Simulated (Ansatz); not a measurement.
`N/C=[CH]/[SnH3]` and `B/C(N)=[CH]/[SnH3]` differ in one atom or group (the configuration at the double bond changes too).

Ansatz, PBE0-D4/def2-TZVP geometries, multiplicity 1. Each molecule was computed in one conformer, which needn't be the lowest.

Elements past krypton have def2 core potentials.

```csv
property,`N/C=[CH]/[SnH3]`
HOMO energy (ωB97M-V/def2-TZVPP) / eV,-8.36
LUMO energy (PBE/def2-TZVPP) / eV,-0.42
size of the dipole moment (PBE/def2-TZVPP) / D,2.84
LUMO energy (B3LYP/def2-TZVPP) / eV,0.22
LUMO energy (ωB97M-V/def2-TZVPP) / eV,1.81
HOMO–LUMO gap (B3LYP/def2-TZVPP) / eV,6.20
```

Problem. What does the change do to each property? (Best estimate.)

Solution. Computed: 
```tsv
property	`B/C(N)=[CH]/[SnH3]`	shift
HOMO energy (ωB97M-V/def2-TZVPP) / eV	-8.59	-0.23
LUMO energy (PBE/def2-TZVPP) / eV	-2.95	-2.53
size of the dipole moment (PBE/def2-TZVPP) / D	1.27	-1.57
LUMO energy (B3LYP/def2-TZVPP) / eV	-2.23	-2.45
LUMO energy (ωB97M-V/def2-TZVPP) / eV	-0.10	-1.91
HOMO–LUMO gap (B3LYP/def2-TZVPP) / eV	4.02	-2.18
```

With PBE0 the HOMO falls by 0.26 eV and the LUMO falls by 2.54 eV, so the gap narrows by about 2.28 eV. PBE moves the HOMO by -0.33 eV and ωB97M-V by -0.23 eV. Dipoles are sizes alone; their direction can turn.

B3LYP here is the variant with VWN-RPA as its local correlation; programs differ in this.
